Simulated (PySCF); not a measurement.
Mg(Et)(SH) (C₂H₆MgS), SMILES C[CH2][Mg][SH].

Coordinates come from a PBE0-D3(BJ)/def2-SVP optimisation. The structure was generated by enumeration; whether it is a known compound was not checked. Other conformers were not sampled.

All values below come from PBE0-D3(BJ)/def2-SVP in PySCF.

Frequencies are harmonic and unscaled.

A small imaginary wavenumber (i) marks a very flat motion, where grid noise or a shallow saddle decides the sign.

```json
[
 {"mode": "1", "ν (cm⁻¹)": "26i", "IR (km/mol)": "13.7", "moving atoms (share of kinetic energy)": "H 94 %"},
 {"mode": "2", "ν (cm⁻¹)": "73", "IR (km/mol)": "9.1", "moving atoms (share of kinetic energy)": "Mg 40 %, C 25 %, S 19 %, H 16 %"},
 {"mode": "3", "ν (cm⁻¹)": "103", "IR (km/mol)": "15.4", "moving atoms (share of kinetic energy)": "Mg 53 %, H 30 %, S 12 %"},
 {"mode": "4", "ν (cm⁻¹)": "209", "IR (km/mol)": "31.1", "moving atoms (share of kinetic energy)": "C 42 %, Mg 30 %, H 19 %, S 9 %"},
 {"mode": "5", "ν (cm⁻¹)": "229", "IR (km/mol)": "9.3", "moving atoms (share of kinetic energy)": "H 79 %, C 11 %, Mg 10 %"},
 {"mode": "6", "ν (cm⁻¹)": "349", "IR (km/mol)": "17.0", "moving atoms (share of kinetic energy)": "S 40 %, C 38 %, H 13 %, Mg 9 %"},
 {"mode": "7", "ν (cm⁻¹)": "519", "IR (km/mol)": "2.7", "moving atoms (share of kinetic energy)": "H 90 %"},
 {"mode": "8", "ν (cm⁻¹)": "556", "IR (km/mol)": "52.8", "moving atoms (share of kinetic energy)": "H 80 %, C 18 %"},
 {"mode": "9", "ν (cm⁻¹)": "581", "IR (km/mol)": "65.8", "moving atoms (share of kinetic energy)": "Mg 58 %, C 23 %, H 10 %, S 9 %"},
 {"mode": "10", "ν (cm⁻¹)": "913", "IR (km/mol)": "5.8", "moving atoms (share of kinetic energy)": "H 93 %"},
 {"mode": "11", "ν (cm⁻¹)": "946", "IR (km/mol)": "11.6", "moving atoms (share of kinetic energy)": "H 90 %, C 9 %"},
 {"mode": "12", "ν (cm⁻¹)": "1036", "IR (km/mol)": "13.7", "moving atoms (share of kinetic energy)": "C 80 %, H 20 %"},
 {"mode": "13", "ν (cm⁻¹)": "1170", "IR (km/mol)": "14.8", "moving atoms (share of kinetic energy)": "H 65 %, C 35 %"},
 {"mode": "14", "ν (cm⁻¹)": "1241", "IR (km/mol)": "4.9", "moving atoms (share of kinetic energy)": "H 76 %, C 24 %"},
 {"mode": "15", "ν (cm⁻¹)": "1390", "IR (km/mol)": "9.3", "moving atoms (share of kinetic energy)": "H 83 %, C 17 %"},
 {"mode": "16", "ν (cm⁻¹)": "1429", "IR (km/mol)": "0.6", "moving atoms (share of kinetic energy)": "H 90 %, C 10 %"},
 {"mode": "17", "ν (cm⁻¹)": "1469", "IR (km/mol)": "1.7", "moving atoms (share of kinetic energy)": "H 96 %"},
 {"mode": "18", "ν (cm⁻¹)": "1482", "IR (km/mol)": "7.1", "moving atoms (share of kinetic energy)": "H 97 %"},
 {"mode": "19", "ν (cm⁻¹)": "2702", "IR (km/mol)": "2.1", "moving atoms (share of kinetic energy)": "H 97 %"},
 {"mode": "20", "ν (cm⁻¹)": "3022", "IR (km/mol)": "61.0", "moving atoms (share of kinetic energy)": "H 97 %"},
 {"mode": "21", "ν (cm⁻¹)": "3035", "IR (km/mol)": "18.6", "moving atoms (share of kinetic energy)": "H 95 %"},
 {"mode": "22", "ν (cm⁻¹)": "3082", "IR (km/mol)": "5.9", "moving atoms (share of kinetic energy)": "H 91 %, C 9 %"},
 {"mode": "23", "ν (cm⁻¹)": "3097", "IR (km/mol)": "28.0", "moving atoms (share of kinetic energy)": "H 91 %, C 9 %"},
 {"mode": "24", "ν (cm⁻¹)": "3119", "IR (km/mol)": "32.8", "moving atoms (share of kinetic energy)": "H 91 %, C 9 %"}
]
```
